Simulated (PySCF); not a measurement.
An unknown is described by computed data only.

Formula: C3H11PSi.

- 1H NMR: chemical shifts (computed TMS as zero) by class: 3.91 (3 H), 1.02 (6 H), 0.51 (2 H) ppm [GIAO PBE0/pcSseg-1]
- Polarisability: 92.9 au [B3LYP/def2-SVPD]
- 13C NMR: chemical shifts (computed TMS as zero) by class: 21.7 (2 C), 14.7 (1 C) ppm [GIAO PBE0/pcSseg-1]
- UV, first state: lowest singlet excitation: 5.83 eV (213 nm, f = 0.012) [TDDFT B3LYP/def2-SVPD]
- Dipole: 1.37 D [B3LYP/def2-SVPD]
- Rotational structure: rotational constants A, B, C: 5.464, 1.643, 1.427 GHz [GFN2-xTB]
- NMR, other nuclei: isotropic shieldings of nuclei other than C and H, by class: 426 (1 Si), 387 (1 P) ppm [GIAO PBE0/pcSseg-1]

The electronic properties come from PySCF, for the isolated species, density fitting. Levels stand in brackets. Geometry: GFN2-xTB, one conformer, isolated molecule. NMR classes are plain means over equivalent atoms (diastereotopic ones count apart unless rotation or inversion swaps them), as if these changed places fast.

Question: What is the compound? Reason from the data.

Answer: Numbering: `[CH3:1][P:2]([CH3:3])[CH2:4][SiH3:5]`. 3 carbons fall into 2 classes; from least to most shielded: sp3 carbon bound to phosphorus [C1/C3] (21.7 ppm, 2 C, up to 3.9 ppm apart in this geometry), sp3 carbon bound to silicon [C4] (14.7 ppm). Hydrogen classes from least to most shielded: 3 H on an SiH3 silicon, Si5 (3.91 ppm), 6 H on 2 like atoms (sp3 carbon bound to phosphorus), C1/C3 (1.02 ppm, a mean of values up to 0.8 ppm apart in this geometry), 2 H on an sp3 carbon bound to silicon, C4 (0.51 ppm). The other shieldings belong to: 426 ppm, SiH3 silicon [Si5]; 387 ppm, phosphine phosphorus [P2]. The optimised geometry has point group C1 and is an asymmetric top. Structure: `CP(C)C[SiH3]`. Computed isomers that give other values at the same levels: `C[Si](C)(C)P` (rotational constant A: 2.986 GHz; this holds for the one conformer computed); `C[SiH2]P(C)C` (13C chemical shifts (computed TMS as zero) by class: 11.4 (2 C), -8.6 (1 C) ppm). The assignments are read from this structure; whether some other isomer fits the data as well wasn't checked.

Conformer computed: `[CH3:1][P:2]([CH3:3])[CH2:4][SiH3:5]`: C1–P2–C4–Si5 174°.
